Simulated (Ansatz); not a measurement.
**Ligand exchange: CH8O2Si2 + Si3H8O → Si3H8O2 + CH8OSi2**

Gas-phase species: CH8O2Si2 `CO[SiH](O)[SiH3]`, singlet; Si3H8O `[SiH3]O[SiH2][SiH3]`, singlet; Si3H8O2 `O[SiH]([SiH3])O[SiH3]`, singlet; CH8OSi2 `C[SiH2]O[SiH3]`, singlet. The partners trade CH3 for SiH3: O–CH3 and Si–SiH3 bonds give way to O–SiH3 and Si–CH3.

Shapes, held fixed at every level: PBE0-D4/def2-TZVP. Flexible molecules stand in one conformer, not always the lowest. Programs: Ansatz 0.2.0. Electronic energies: no zero-point or thermal term.

```
               level                    kind  ΔE (kJ/mol)  less CCSD(T)/CBS estimate
    SPW92/def2-TZVPP                     LDA       -184.0                      +27.6
   PBE-D4/def2-TZVPP                     GGA       -181.0                      +30.6
  PBE0-D4/def2-TZVPP           global hybrid       -192.1                      +19.5
  wB97X-V/def2-TZVPP  range-separated hybrid       -201.0                      +10.6
       CCSD/def2-SVP   coupled cluster or CI       -188.2                      +23.4
  CCSD(T)/def2-TZVPP   coupled cluster or CI       -208.0                       +3.6
     CCSD/def2-TZVPP   coupled cluster or CI       -210.8                       +0.8
CCSD(T)/CBS estimate   coupled cluster or CI       -211.6                        0.0
```

The highest level, CCSD(T)/CBS estimate, gives ΔE = -211.6 kJ/mol; the levels span -211.6 to -181.0. The column of differences is taken from that level and isn't an error. No measured value is set beside it here. The CBS estimate extrapolates MP2 from def2-TZVPP and def2-QZVPP and adds CCSD(T) − MP2 in the triple-zeta set, cores frozen.
